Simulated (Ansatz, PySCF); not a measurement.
Protons, H atoms and electrons added to or taken from C1CCO1. Isolated molecules, 0 K electronic values unless said otherwise. Strings in code marks are SMILES.

Quantity: vertical ionisation energy (energy after one electron is removed minus that of the parent at the parent's geometry), in eV.

Level 1: frozen-core CCSD(T)/cc-pVTZ // B3LYP-D3(BJ)/def2-TZVP (Ansatz, an electronic-structure program)
Level 2: PBE-D3(BJ)/def2-TZVP // B3LYP-D3(BJ)/def2-TZVP (PySCF)
Level 3: minus the HOMO energy of B3LYP/6-31G* // B3LYP-D3(BJ)/def2-TZVP (PySCF)
Level 4: minus the HOMO energy of TPSSh-D3(BJ)/def2-TZVP // B3LYP-D3(BJ)/def2-TZVP (PySCF)

```csv
species,level 2,level 3,level 4
`C1COC1`,9.28,6.55,6.30
```

Problem. What does level 1 give for each?

Solution. 
- `C1COC1`: 9.74
